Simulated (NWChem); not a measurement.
**Atomisation of H$_{4}$AsSi**

```xyz
6

Si    -1.5764    -0.3788    -0.1223
As     0.7378     0.1878     0.1356
H     -2.4318     0.8251     0.1171
H     -1.9482    -0.9918    -1.4372
H      1.1844    -1.2584    -0.0929
H      0.9170     0.5295    -1.3495
```
Charge 0, spin multiplicity 2.

The numbers come from NWChem runs, not from measurements. The geometry was optimised at UB3LYP/def2-SVP, a minimum by its harmonic frequencies. It is one conformer; others weren't searched.

Basis set: def2-TZVP. The atomisation energy is electronic alone: no zero-point, thermal, spin-orbit or counterpoise terms. No value is extrapolated to the basis-set limit. Free atoms are single determinants with multiplicities Si 3, As 4, H 2.

The Hamiltonian is non-relativistic. B3LYP has NWChem's definition, with VWN1-RPA local correlation. The structure started from a generated list of species. No SCF solution was tested for a lower state.

Q: One of these methods gave an atomisation energy of 340.7 kcal/mol. Which?
A) B3LYP
B) BP86
C) PBE0
D) PBE

A: D, PBE. The others give 352.8 (BP86), 342.9 (B3LYP), 337.9 (PBE0).
